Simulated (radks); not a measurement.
Values are calculated unless marked as measured or tabulated.
Initial-state core-level shifts of neutral titanium when its valence configuration changes from [Ar] 3d2 4s2. Code: a radial shooting solver on a logarithmic mesh with Libxc functionals. Model: Dirac Kohn-Sham, PBE, spin-unpolarised, spherical densities, finite nucleus; open shells fill j = l - 1/2 first; Fermi nuclear charge, rms radius 3.5921 fm. Shifts are changes of the shell-averaged eigenvalues in eV (positive: less bound); the change of the density at the nucleus, which sets a Mossbauer isomer shift, is in e/bohr^3, on a base of 8499.

3d2.5 4s1.5: 2s +2.184; 2p +2.154; 3s +1.902; 3p +1.813; density at nucleus -2.5318
3d3 4s1: 2s +3.772; 2p +3.718; 3s +3.322; 3p +3.166; density at nucleus -4.5577
4s2 4p2: 2s -16.481; 2p -16.296; 3s -13.507; 3p -12.928; density at nucleus +7.7675
3d4: 2s +5.457; 2p +5.369; 3s +4.851; 3p +4.609; density at nucleus -7.6959
3d2 4s1.5 4p0.5: 2s -0.657; 2p -0.659; 3s -0.677; 3p -0.677; density at nucleus -1.5074
3d1 4s2 4p1: 2s -7.393; 2p -7.313; 3s -6.328; 3p -6.072; density at nucleus +3.3747
3d2 4p2: 2s -2.458; 2p -2.463; 3s -2.531; 3p -2.525; density at nucleus -6.6726
3d1.5 4s2 4p0.5: 2s -3.446; 2p -3.410; 3s -3.016; 3p -2.900; density at nucleus +1.5419
3d2 4s1 4p1: 2s -1.281; 2p -1.284; 3s -1.320; 3p -1.318; density at nucleus -3.1321
